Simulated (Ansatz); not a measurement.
Born–Oppenheimer molecular dynamics of BH₇N₂O (11 atoms, charge 0, multiplicity 1). It starts at the highest image of a converged band. Of that band: The profile has 2 maxima (images 4, 7) with wells between them (image 5): this band takes more than one step, which may be the mechanism or a detour left from its start path. Neighbouring images differ by up to 1.2 eV, so the band resolves the path poorly. A vibrational analysis at the climbing image gives one clearly imaginary mode, 1439i cm⁻¹: a first-order saddle point.

Theory: RKS B3LYP-D4/def2-mTZVP in Ansatz 0.2.0.

| Quantity | Value |
| --- | --- |
| ensemble | NVE (velocity Verlet) |
| time step | 0.5 fs |
| steps asked | 200 |
| starting velocities drawn for | 300 K |
| seed | 8923 |

First frame:

```xyz
11
Properties=species:S:1:pos:R:3
B -0.225 0.519 -0.094
O 0.486 0.004 1.376
H -0.065 -0.667 1.805
H 0.643 0.457 -0.912
N -1.480 -0.141 -0.428
H -2.258 -0.170 0.218
H -1.452 -0.978 -0.991
N -0.399 1.928 0.601
H -1.345 2.292 0.648
H 0.224 2.663 0.284
H 0.073 1.141 1.535
```

How far do the bonds stretch over the last three quarters of this one trajectory? (Pairs bonded in most of those frames.)


```tsv
bond	mean (Å)	spread (Å)	shortest	longest
B1–H4	1.194	0.005	1.19	1.21
B1–N5	1.432	0.020	1.41	1.49
B1–N8	1.421	0.018	1.38	1.45
O2–H3	0.972	0.022	0.93	1.01
O2–H11	0.971	0.029	0.92	1.02
N5–H6	1.018	0.029	0.97	1.06
N5–H7	1.015	0.016	0.99	1.04
N8–H9	1.013	0.010	1.00	1.03
N8–H10	1.012	0.011	1.00	1.03
```

Mean temperature of the second half: 960 K. The conserved energy stayed within 0.2 meV per atom of its start (net change 0.088 meV per atom), so the integration is sound. The kinetic energy rose, since the run started high on the potential surface and went downhill. It ends in pieces (BH5N2 + H2O), so much of that is their flight and rotation, not heat. A run of 0.1 ps of so small a system gives no equilibrium averages. The orbitals stay closed-shell, which can raise the energy where a bond breaks towards radicals; this wasn't checked here.

The run took 6.1 min on 2 threads of Arm Neoverse V1 (shared host), peak memory 0.18 GiB.
